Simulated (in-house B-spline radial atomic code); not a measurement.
## Cl⁶⁺: [Ne] 3s1

All numbers are computed (non-relativistic M06-2X, spin-polarised, spherical fractional occupations, exact exchange averaged over the configuration; point nucleus) with an all-electron radial atomic-structure program (B-spline basis), not measured.

Effective charges: Z_r = [3n² - l(l+1)]/(2<r>) from the radius, Z_e = n√(-2ε) from the energy, and Slater's rules. Values are occupation-weighted means over spin.

```csv
shell,electrons,ε (eV),<r> (bohr),Z_r,Z_e,Slater
1s,2,-2907.2,0.09143,16.41,14.62,16.70
2s,2,-374.77,0.4417,13.58,10.50,12.85
2p,6,-313.24,0.4015,12.45,9.60,12.85
3s,1,-111.09,1.276,10.58,8.57,8.20
```

The least bound orbital is 3s up at -111.1 eV, and it is also the most diffuse (<r> = 1.276 bohr).
